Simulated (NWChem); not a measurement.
# GeHSF, singlet; SMILES [F][Ge][SH]

```xyz
4

Ge    -0.4283     0.5253     0.0000
F      1.1811     1.2279     0.0000
S      0.2558    -1.6119     0.0000
H     -1.0166    -2.0717     0.0000
```
Atoms are numbered in this order, from 1.

Low-valent species are run as closed-shell singlets; no triplet was tried in these runs. Coordinates come from a PBE0/def2-SVP optimisation.

Symmetry labels are those of Cs in the frame above (b1 and b2, or b-type labels, depend on it).

List the 4 lowest vertical singlet excitations from PBE/6-31G* (spherical d), full TDDFT (NWChem).


| state | energy (eV) | oscillator strength | symmetry | leading excitation (squared amplitude) |
|---|---|---|---|---|
| S1 | 3.81 | 0.018 | a" | HOMO → LUMO (0.99) |
| S2 | 4.45 | 0.039 | a' | HOMO−1 → LUMO (0.92) |
| S3 | 5.95 | 0.002 | a" | HOMO−1 → LUMO+1 (0.98) |
| S4 | 5.99 | 0.003 | a" | HOMO−2 → LUMO (0.94) |
